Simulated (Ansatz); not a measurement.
A run on C2H7ISi, SMILES `[SiH3]CCI` with other settings.

```yaml
crystal:
  periodic: [false, false, false]
  atoms:
    - {symbol: Si, position_ang: [0.069551, 1.549002, 0.140499]}
    - {symbol: C, position_ang: [-0.579788, -0.221922, 0.214150]}
    - {symbol: C, position_ang: [0.432619, -1.212478, -0.297605]}
    - {symbol: I, position_ang: [-0.275371, -3.250339, -0.225058]}
    - {symbol: H, position_ang: [0.406333, 1.912977, -1.261981]}
    - {symbol: H, position_ang: [-0.965403, 2.484822, 0.652410]}
    - {symbol: H, position_ang: [1.297931, 1.678384, 0.969465]}
    - {symbol: H, position_ang: [-0.851147, -0.444302, 1.250274]}
    - {symbol: H, position_ang: [-1.503013, -0.273295, -0.370340]}
    - {symbol: H, position_ang: [0.686790, -1.054289, -1.344047]}
    - {symbol: H, position_ang: [1.346897, -1.225461, 0.292833]}
basis:
  gaussian: {orbitals: def2-TZVPP, final_grid: {core_spheres: 5, valence_spheres: 4, degree: 11}}
hamiltonian: {xc: {name: LC-wPBE}}
```

```sh
$ ansatz run in.yaml --threads 4 --pin off --events-out ev --progress --plain --max-ram 10444MiB
```

It prints (some lines left out):

```
Functional definition: LC-wPBE
1428 factors; their error is unknown
465 factors; integrals over basis functions are off by at most 2.3e-4 eV
mean field evaluation 1: about -18162.6076 eV, gradient 3.3e1 eV
mean field evaluation 2: about -18163.7195 eV, gradient 2.5e1 eV
mean field evaluation 4: about -18165.2424 eV, gradient 2.0e0 eV
mean field evaluation 8: about -18165.2671 eV, gradient 1.6e-1 eV
mean field evaluation 16: about -18165.2267 eV, gradient 3.2e-4 eV
mean field -18165.22670232 eV, -667.5597684772 hartree, gradient 5.0e-5 eV, S^2 0.000000; 0 other end points of the search recorded, 0 dependent functions left out
reference -18165.22670232 eV, -667.5597684774 hartree; 29, 29 occupied and 223, 223 virtual orbitals, 1428 factors
Total energy: -18165.22670232 eV, -667.5597684774 hartree
```

Run time 2.1 s (4 threads of an Arm Neoverse V1 on a shared host); peak host memory 0.47 GiB.
